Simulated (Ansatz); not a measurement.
Reactions of Ag₂, SMILES `[Ag][Ag]`.

Calculated with Ansatz (gas phase, PBE0-D4/def2-TZVP geometries, no zero-point term in ΔE). CBS: MP2 limit from def2 TZ/QZ plus the TZ coupled-cluster correction, frozen cores. Functionals use def2-TZVPP. B3LYP here is the variant with VWN-RPA as its local correlation; programs differ in this. def2 core potentials past Kr. For Ag, Br, I, Li outer-core shells are correlated without core-valence functions, which leaves a few kJ/mol of doubt a bond. Scalar relativity is left out up to krypton.

```
                                         reaction  CCSD(T)/CBS(def2) (kcal/mol)
        `[Ag][Ag]` + `FI` → `[F][Ag]` + `[Ag][I]`                         -32.9
                    `[Ag][Ag]` + I₂ → 2 `[Ag][I]`                             ?
`[Ag][Ag]` + `[Li][Cl]` → `[Cl][Ag]` + `[Li][Ag]`                          34.6
      `[Ag][Ag]` + `BrI` → `[Ag][I]` + `[Br][Ag]`                         -40.0
      `[Ag][Ag]` + `[LiH]` → `[AgH]` + `[Li][Ag]`                          -1.7
```

(1) Fill in the missing values. (Estimate.)

Largest T1 diagnostic: 0.028, for `[Li][Ag]`, so its coupled-cluster energy is less sure.

Answers

(1) The calculation gave: `[Ag][Ag]` + I₂ → 2 `[Ag][I]`: -36.8 kcal/mol.
